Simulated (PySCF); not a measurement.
Predicted microwave data (PBE0-D3(BJ)/def2-SVP geometry optimisation, gas phase in PySCF) for one isomer of C7H9F3:

```
Rotational constants : A = 3392, B = 645.5, C = 630.7 MHz
Dipole components    : |μa| = 1.93 D, |μb| = 0.00 D, |μc| = 0.97 D
Inertial defect      : -130.59 u·Å²
κ                    : -0.99
```

Question: Which candidate fits, each taken in the one conformer that was computed?
A. `[F:1][C:2]([F:3])([F:4])[CH2:5][C@@H:6]1[CH2:7][C@@H:8]2[CH2:9][C@H:10]12` with C2–C5–C6–C7 -70°
B. `[CH2:1]=[CH:2][C@H:3]1[CH2:4][C@@H:5]([C:6]([F:7])([F:8])[F:9])[CH2:10]1` with C1–C2–C3–C4 131°, C2–C3–C4–C5 140°, C3–C4–C5–C6 -140°, C4–C5–C10–C3 19°, C2–C3–C10–C5 -141°

Answer: B. It is C=C[C@H]1C[C@@H](C(F)(F)F)C1. The candidates at the same level (rigid rotor, commonest isotopes):

```
                           SMILES  A (MHz)  B (MHz)  C (MHz)  μa (D)  μb (D)  μc (D)  Δ (u·Å²)  point group                        rotor
FC(F)(F)C[C@@H]1C[C@@H]2C[C@@H]21     3077    748.1    725.4    2.18    0.80    0.31   -143.10           C1  near-prolate asymmetric top
     C=C[C@H]1C[C@@H](C(F)(F)F)C1     3392    645.5    630.7    1.93    0.00    0.97   -130.59      near Cs                            –
```

`FC(F)(F)C[C@@H]1C[C@@H]2C[C@@H]21` has B 16 % too high. No structure here is proved a minimum.
